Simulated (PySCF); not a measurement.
Compound: C5H9NSi2.
Geometry (PBE0-D3(BJ)/def2-SVP, Å), atoms numbered from 1 in this order:
```
atom  x, y, z in Å
Si1    3.1124    0.7326    0.4817
Si2    1.8542   -1.1501   -0.1131
C3     0.0797   -0.5074   -0.2996
C4    -0.9234   -1.1224   -1.0594
C5    -2.1907   -0.5463   -1.1007
C6    -2.4166    0.6240   -0.3813
C7    -1.3582    1.1693    0.3456
N8    -0.1461    0.6255    0.3852
H9     2.7644    1.8720   -0.4198
H10    2.8549    1.1118    1.9025
H11    4.5765    0.4486    0.3344
H12    1.9050   -2.1992    0.9557
H13    2.3154   -1.7939   -1.3851
H14   -0.7110   -2.0407   -1.6125
H15   -2.9916   -1.0035   -1.6876
H16   -3.3934    1.1125   -0.3847
H17   -1.4973    2.0929    0.9192
```

Method: PySCF 2.14.0, PBE0-D3(BJ)/def2-SVP geometry optimisation, gas phase.

Take the most abundant isotopes and a rigid rotor. The values belong to one conformer with, in the numbering `[SiH3:1][SiH2:2][c:3]1[cH:4][cH:5][cH:6][cH:7][n:8]1`, Si1–Si2–C3–C4 157°.

(1) Give the principal moments of inertia and the rotational constants in MHz.

(2) What kind of rotor is it?

(3) Is it planar, by Δ = Ic − Ia − Ib?

(4) List the rotational levels J(Ka,Kc) to J = 5 (MHz).

(5) Which lines would a microwave search look for?

(6) Estimate the classical rotational partition function at 25 K, 50 K and 100 K.

## Answers

(1) Ia = 158.42, Ib = 600.81, Ic = 734.53 u·Å²; 505379 MHz·u·Å²/I gives A = 3190, B = 841.2, C = 688.0 MHz.

(2) An asymmetric top; Ray's κ = -0.878.

(3) Not planar: Δ = Ic − Ia − Ib = -24.71 u·Å². For a rigid frame Δ = −2 Σ m c², so Σ m c² = 12.35 u·Å² lies off the ab plane: 6.82 from hydrogen and 5.53 from heavier atoms. The atom farthest from that plane is 1.60 Å away.

(4) Above 0(0,0):
J = 1: 1(0,1) 1529, 1(1,1) 3878, 1(1,0) 4031
J = 2: 2(0,2) 4580, 2(1,2) 6783, 2(1,1) 7243, 2(2,1) 14289, 2(2,0) 14297
J = 3: 3(0,3) 9139, 3(1,3) 11137, 3(1,2) 12055, 3(2,2) 18877, 3(2,1) 18913, 3(3,1) 31009, 3(3,0) 31009
J = 4: 4(0,4) 15184, 4(1,4) 16933, 4(1,3) 18463, 4(2,3) 24988, 4(2,2) 25096, 4(3,2) 37139, 4(3,1) 37141, 4(4,1) 54105, 4(4,0) 54105
J = 5: 5(0,5) 22690, 5(1,5) 24167, 5(1,4) 26458, 5(2,4) 32618, 5(2,3) 32866, 5(3,3) 44808, 5(3,2) 44814, 5(4,2) 61767, 5(4,1) 61767, 5(5,1) 83581, 5(5,0) 83581

(5) The dipole components are |μa| = 2.73 D, |μb| = 0.74 D, |μc| = 0.33 D. Intensities carry the squares of the components, which stand as 1.00 : 0.07 : 0.01 (a : b : c). Some lines, for components of 0.1 D or more:

```
type  branch         J(Ka,Kc)    MHz  lower level (cm⁻¹)
   a       Q  2(1,1) ← 2(1,2)    459               0.226
   b       R  2(0,2) ← 1(1,1)    702               0.129
   a       R  1(0,1) ← 0(0,0)   1529               0.000
   c       Q  2(1,2) ← 2(0,2)   2203               0.153
   c       Q  1(1,1) ← 1(0,1)   2349               0.051
   b       Q  1(1,0) ← 1(0,1)   2502               0.051
   b       Q  2(1,1) ← 2(0,2)   2662               0.153
   a       R  2(1,2) ← 1(1,1)   2905               0.129
   a       R  2(0,2) ← 1(0,1)   3051               0.051
   a       R  2(1,1) ← 1(1,0)   3212               0.134
   c       R  1(1,0) ← 0(0,0)   4031               0.000
   b       R  2(1,2) ← 1(0,1)   5254               0.051
   c       R  2(1,1) ← 1(0,1)   5714               0.051
   c       Q  2(2,1) ← 2(1,1)   7047               0.242
   b       Q  2(2,0) ← 2(1,1)   7054               0.242
   b       Q  2(2,1) ← 2(1,2)   7506               0.226
   b       R  2(2,1) ← 1(1,0)  10258               0.134
   c       R  2(2,0) ← 1(1,0)  10265               0.134
   c       R  2(2,1) ← 1(1,1)  10411               0.129
   b       R  2(2,0) ← 1(1,1)  10419               0.129
```

(6) Point group C1, symmetry number σ = 1; q = (√π/σ)·√((kT/h)³/(ABC)), k/h = 20836.6 MHz/K: 15500 at 25 K, 43900 at 50 K, 124000 at 100 K.

PBE0-D3(BJ)/def2-SVP frequencies: not computed here. Constants of a rigid frame at the computed geometry: no zero-point averaging, no centrifugal distortion. A rigid rotor knows nothing of internal rotation, which can split or shift real lines. Quadrupole hyperfine structure (14N) is left out.
